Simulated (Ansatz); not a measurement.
Computed with Ansatz on PBE0-D4/def2-TZVP structures; ΔE is electronic, products minus reactants. CCSD(T)/CBS is the MP2 limit (def2-TZVPP, def2-QZVPP) plus CCSD(T) − MP2 in def2-TZVPP, frozen cores. Functionals use def2-TZVPP. One conformer a species, not always the lowest.

Reaction (substitution at a C–N bond): `CC[N](C)[Al]([Cl])[Cl]` + CH₃NH₂ → ethylmethylamine + `C[NH][Al]([Cl])[Cl]`

```json
{"level": "PBE0-D4", "ΔE (kJ/mol)": "-4.2"}
{"level": "ωB97X-V", "ΔE (kJ/mol)": "-5.1"}
{"level": "MP2/def2-TZVPP", "ΔE (kJ/mol)": "-1.0"}
{"level": "SCS-MP2/def2-TZVPP", "ΔE (kJ/mol)": "-3.5"}
{"level": "CCSD/def2-TZVPP", "ΔE (kJ/mol)": "-5.0"}
{"level": "CCSD(T)/def2-TZVPP", "ΔE (kJ/mol)": "-2.6"}
{"level": "MP2/def2-QZVPP", "ΔE (kJ/mol)": "-1.2"}
{"level": "CCSD/CBS(def2)", "ΔE (kJ/mol)": "-5.4"}
```

**Question.** What does CCSD(T)/CBS give? (Estimate.)

**Answer.** The calculation gave: -2.9 kJ/mol. The listed levels differ from it by -1.3, -2.2, 1.9, -0.6, -2.1, 0.3, 1.7, -2.5 kJ/mol.

Largest T1 diagnostic among the species: 0.010.

The D4 term adds +8.0 kJ/mol with B3LYP and +4.8 kJ/mol with PBE0; it sums over pairs of atoms, weighted by their polarisabilities, and B3LYP, whose exchange is more repulsive, gets the larger term. In def2-TZVPP, CCSD(T) changes the Hartree–Fock value by +14.1 kJ/mol (the triples alone add +2.5 kJ/mol) and MP2 by +15.7 kJ/mol.

B3LYP here is the variant with VWN-RPA as its local correlation; programs differ in this.
